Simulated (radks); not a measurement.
The numbers below are computed, except where a source is named.
Effect of the nuclear size on the bromine ion Br+, [Ar] 3d10 4s2 4p4. Code: a radial shooting solver on a logarithmic mesh with Libxc functionals. Model: Dirac Kohn-Sham, BLYP, spin-unpolarised, spherical densities, finite nucleus; open shells fill j = l - 1/2 first; Fermi nuclear charge, rms radius 4.1629 fm. The rms radius is varied about that value; shifts are against it.

rms radius (fm)  total energy shift (eV)  density at nucleus (e/bohr^3)  1s1/2 shift (meV)  2s1/2 shift (meV)  3s1/2 shift (meV)  3p1/2 shift (meV)  4s1/2 shift (meV)
3.6592                            -0.123                      4.482e+04              -52.3              -5.25             -0.819              0.080             -0.087
3.9298                           -0.0588                      4.458e+04              -25.0              -2.51             -0.391              0.038             -0.042
4.1629                                 0                      4.439e+04              0.000              0.000              0.000              0.000              0.000
4.5292                            0.0988                       4.41e+04               41.9               4.21              0.657             -0.064              0.070
4.933                              0.217                      4.382e+04               91.9               9.23               1.44             -0.141              0.154

Slopes of the eigenvalues against <r^2> in GHz/fm^2, as finite differences over the two radii next to the reference (eigenvalue slopes, not the field-shift constants of lines): 1s1/2 3190, 2s1/2 320, 3s1/2 50.0, 3p1/2 -4.91, 4s1/2 5.33.
